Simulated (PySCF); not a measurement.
C2H5ClSi (SMILES C=C[SiH2]Cl), singlet, at a GFN2-xTB geometry; MP2/cc-pVDZ (PySCF).

Here is a job for PySCF.
```python
from pyscf import gto, scf, mp

mol = gto.Mole()
mol.atom = '''
    Si   -0.435550   -0.508334   -0.302388
    Cl   -1.291299    0.944925    0.813266
    C     1.425747   -0.421206   -0.037331
    C     2.334995   -0.498593   -0.996920
    H    -0.779002   -0.273405   -1.702002
    H    -0.960636   -1.792315    0.161963
    H     1.771629   -0.298140    0.983476
    H     3.394583   -0.445457   -0.798104
    H     2.058745   -0.618948   -2.031918
'''
mol.basis = 'cc-pvdz'
mol.charge = 0
mol.spin = 0
mol.verbose = 4
mol.max_memory = 1800
mol.build()

mf = scf.RHF(mol)
mf.kernel()

pt = mp.MP2(mf, frozen=12)
pt.kernel()
print('E(MP2) = %.10f' % pt.e_tot)
```

The log (banner, timings and long lists left out):

```
PySCF version 2.14.0

[INPUT] verbose = 4
[INPUT] num. atoms = 9
[INPUT] num. electrons = 48
[INPUT] charge = 0
[INPUT] spin (= nelec alpha-beta = 2S) = 0
[INPUT] symmetry False subgroup None
[INPUT] Mole.unit = angstrom
[INPUT] Symbol           X                Y                Z      unit          X                Y                Z       unit  Magmom
[INPUT]  1 Si    -0.435550000000  -0.508334000000  -0.302388000000 AA   -0.823070213554  -0.960612039805  -0.571430503355 Bohr   0.0
[INPUT]  2 Cl    -1.291299000000   0.944925000000   0.813266000000 AA   -2.440201454925   1.785649458255   1.536850006421 Bohr   0.0
[INPUT]  3 C      1.425747000000  -0.421206000000  -0.037331000000 AA    2.694271352920  -0.795963982024  -0.070545365956 Bohr   0.0
[INPUT]  4 C      2.334995000000  -0.498593000000  -0.996920000000 AA    4.412501052229  -0.942204217625  -1.883905768101 Bohr   0.0
[INPUT]  5 H     -0.779002000000  -0.273405000000  -1.702002000000 AA   -1.472100430488  -0.516660571087  -3.216317643462 Bohr   0.0
[INPUT]  6 H     -0.960636000000  -1.792315000000   0.161963000000 AA   -1.815338945398  -3.386984478950   0.306065712313 Bohr   0.0
[INPUT]  7 H      1.771629000000  -0.298140000000   0.983476000000 AA    3.347893604337  -0.563402946778   1.858500290083 Bohr   0.0
[INPUT]  8 H      3.394583000000  -0.445457000000  -0.798104000000 AA    6.414832177104  -0.841791730270  -1.508197978920 Bohr   0.0
[INPUT]  9 H      2.058745000000  -0.618948000000  -2.031918000000 AA    3.890464210318  -1.169642205347  -3.839768527574 Bohr   0.0

nuclear repulsion = 194.881115877852
number of shells = 35
number of NR pGTOs = 169
number of NR cGTOs = 89
basis = cc-pvdz
ecp = {}

******** <class 'pyscf.scf.hf.RHF'> ********
method = RHF
initial guess = minao
damping factor = 0
level_shift factor = 0
DIIS = <class 'pyscf.scf.diis.CDIIS'>
diis_start_cycle = 1
diis_space = 8
diis_damp = 0
SCF conv_tol = 1e-09
SCF conv_tol_grad = None
SCF max_cycles = 50
direct_scf = True
direct_scf_tol = 1e-13
Set gradient conv threshold to 3.16228e-05
Initial guess from minao.
init E= -827.526123775514
  HOMO = -0.290630579675685  LUMO = 0.0258487523747726  gap/eV = 8.61184
cycle= 1 E= -827.064054613657  delta_E= 0.462  |g|= 0.346  |ddm|= 2.43
  HOMO = -0.414437332849397  LUMO = 0.0939992742060287  gap/eV = 13.83526
cycle= 2 E= -827.109183669258  delta_E= -0.0451  |g|= 0.112  |ddm|= 0.468
  HOMO = -0.388243840024761  LUMO = 0.12412470841396  gap/eV = 13.94226
cycle= 3 E= -827.113556357587  delta_E= -0.00437  |g|= 0.0349  |ddm|= 0.134
  HOMO = -0.390409565113198  LUMO = 0.12322418177361  gap/eV = 13.97669
cycle= 4 E= -827.114068258575  delta_E= -0.000512  |g|= 0.00616  |ddm|= 0.0549
  HOMO = -0.390221895858234  LUMO = 0.12310610866955  gap/eV = 13.96837
cycle= 5 E= -827.114080469551  delta_E= -1.22e-05  |g|= 0.00214  |ddm|= 0.00693
  HOMO = -0.390295415630219  LUMO = 0.122988982934425  gap/eV = 13.96718
cycle= 6 E= -827.114082303051  delta_E= -1.83e-06  |g|= 0.000422  |ddm|= 0.0028
  HOMO = -0.390245536929287  LUMO = 0.12301484496722  gap/eV = 13.96653
cycle= 7 E= -827.114082429182  delta_E= -1.26e-07  |g|= 0.000101  |ddm|= 0.000859
  HOMO = -0.39022119793435  LUMO = 0.123023012614586  gap/eV = 13.96609
cycle= 8 E= -827.114082436968  delta_E= -7.79e-09  |g|= 2.73e-05  |ddm|= 0.000228
  HOMO = -0.390224278016899  LUMO = 0.123020496276247  gap/eV = 13.96610
cycle= 9 E= -827.114082437504  delta_E= -5.35e-10  |g|= 8.29e-06  |ddm|= 5.92e-05
  HOMO = -0.390222132087458  LUMO = 0.12302156956481  gap/eV = 13.96607
Extra cycle  E= -827.114082437559  delta_E= -5.48e-11  |g|= 3.87e-06  |ddm|= 1.43e-05
converged SCF energy = -827.114082437559

******** <class 'pyscf.mp.mp2.RMP2'> ********
nocc = 12, nmo = 77
frozen orbitals 12
E(RMP2) = -827.610893878587  E_corr = -0.49681144102875
E(SCS-RMP2) = -827.609626449403  E_corr = -0.495544011844561
E_corr(same-spin) = -0.116111212373006
E_corr(oppo-spin) = -0.380700228655744
E(MP2) = -827.6108938786
```
